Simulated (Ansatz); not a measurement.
C$_{2}$H$_{7}$NSSi, SMILES `C=NCS[SiH3]`. The species carries charge 0 and has multiplicity 1.

Cartesian coordinates in Å:
```
C -1.947 0.789 0.348
N -0.729 0.690 0.046
C 0.219 0.475 1.099
S 1.058 -1.128 0.867
Si 1.330 -1.039 -1.253
H -2.679 0.939 -0.443
H -2.315 0.727 1.380
H 0.973 1.263 1.055
H -0.227 0.453 2.102
H 2.311 -2.125 -1.516
H 0.099 -1.314 -2.031
H 1.907 0.269 -1.653
```

Problem. What are the harmonic wavenumbers in cm⁻¹ at PBE0-D4/def2-TZVP (Ansatz, finite differences of forces, unscaled)? (Estimate.)

Solution. Ansatz gave: 49, 110, 148, 231, 348, 448, 508, 614, 632, 661, 816, 910, 934, 946, 963, 1020, 1074, 1188, 1250, 1294, 1473, 1493, 1759, 2226, 2235, 2245, 3014, 3025, 3105, 3166.

Problem. Is this a minimum?

Solution. Yes, all 30 modes are real.

Problem. Give the ideal-gas thermochemistry at 298.15 K and 1 bar (rigid rotor, harmonic oscillator; point group C1, symmetry number 1).

Solution. Zero-point energy 226.6 kJ/mol; H(298) − E = 248.0 kJ/mol; entropy 354.4 J/(mol·K), of which translation 166.9, rotation 114.4, vibration 73.0; G(298) − E = 142.3 kJ/mol. Modes under 100 cm⁻¹ are hindered rotations or soft bends, so the harmonic entropy is rough.

Problem. And at 400, 500, 600, 800 and 1000 K?

Solution. 
```json
{"T (K)": "400", "H − E (kJ/mol)": "260.5", "S (J/mol/K)": "390.5", "G − E (kJ/mol)": "104.3"}
{"T (K)": "500", "H − E (kJ/mol)": "275.2", "S (J/mol/K)": "423.1", "G − E (kJ/mol)": "63.6"}
{"T (K)": "600", "H − E (kJ/mol)": "291.7", "S (J/mol/K)": "453.1", "G − E (kJ/mol)": "19.8"}
{"T (K)": "800", "H − E (kJ/mol)": "329.2", "S (J/mol/K)": "506.9", "G − E (kJ/mol)": "-76.3"}
{"T (K)": "1000", "H − E (kJ/mol)": "371.1", "S (J/mol/K)": "553.6", "G − E (kJ/mol)": "-182.5"}
```
